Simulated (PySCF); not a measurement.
Dipole moment and polarisability of `O[SiH](O)O[SiH2]P`

H7O3PSi2.
Atom-mapped SMILES: `[OH:1][SiH:2]([OH:3])[O:4][SiH2:5][PH2:6]` (hydrogens: H7 on O1; H8 on Si2; H9 on O3; H10, H11 on Si5; H12, H13 on P6)

Cartesian coordinates in Å at the GFN2-xTB level; atoms count from 1:
```
atom  x, y, z in Å
O1     1.262   -0.800    1.375
Si2    1.624    0.449    0.406
O3     2.970    0.094   -0.398
O4     0.390    0.698   -0.639
Si5   -1.189    0.582   -0.928
P6    -2.113   -0.619    0.735
H7     0.423   -0.834    1.831
H8     1.883    1.704    1.073
H9     3.118   -0.778   -0.757
H10   -1.750    1.931   -0.876
H11   -1.294   -0.040   -2.247
H12   -3.409   -0.528    0.265
H13   -1.919   -1.857    0.144
```

Level: B3LYP/def2-SVPD (PySCF), static field, nuclei fixed, core orbitals frozen in the response. The polarisability tensor in these axes (au):

```
x   94.95  4.56 -1.96
y    4.56 80.91 -6.27
z   -1.96 -6.27 85.15
```

Question: Give the principal values, the mean and the anisotropy Δα = √{½[(α1 − α2)² + (α2 − α3)² + (α1 − α3)²]}.

Answer: Principal values 76.03, 87.43 and 97.55 au; mean 87.00 au = 12.89 Å³ = 14.34 × 10⁻⁴⁰ C²·m²/J; Δα = 18.64 au (21 % of the mean).

Question: What is the dipole moment, and where does it point?

Answer: (-1.91, -0.99, -0.41) D, 2.19 D in size, pointing from the negative to the positive side. Measured along this direction, the outermost atoms are H8 and O3 at the negative end and H12 at the positive end.

Question: Refractivity n − 1 of an ideal gas of it at 298.15 K and 1 atm, from the electronic α?

Answer: N = p/kT = 2.4615 × 10¹⁹ cm⁻³, so n − 1 = 2π × N × 12.89 × 10⁻²⁴ cm³ = 1994 × 10⁻⁶ at long wavelengths.

Question: Sum over states: ᾱ = Σ f/ω², ω in Eh. What share falls to these 8 lowest TDDFT singlets (eV, f)? 6.24, 0.0300; 6.45, 0.0142; 6.63, 0.0901; 7.08, 0.1962; 7.30, 0.0073; 7.31, 0.0184; 7.60, 0.0195; 7.66, 0.0226.

Answer: They add up to 6.14 au, 7.1 % of the 87.00 au; the largest single term is 2.90 au, from the state at 7.08 eV. Terms in order: 0.57, 0.25, 1.52, 2.90, 0.10, 0.26, 0.25, 0.28 au. Higher excitations give the rest. The strengths listed sum to 0.398.

Question: How large is μ²/3kT at 500 K beside α?

Answer: In Gaussian units μ²/3kT = 23.11 Å³ against 12.89 Å³, a ratio of 1.79; the Debye molar polarisation (4π/3)N_A(α + μ²/3kT) is 90.8 cm³/mol, leaving out the vibrational part.

One conformer (not necessarily the lowest) at the GFN2-xTB geometry, without solvent, vibrations or thermal averaging.
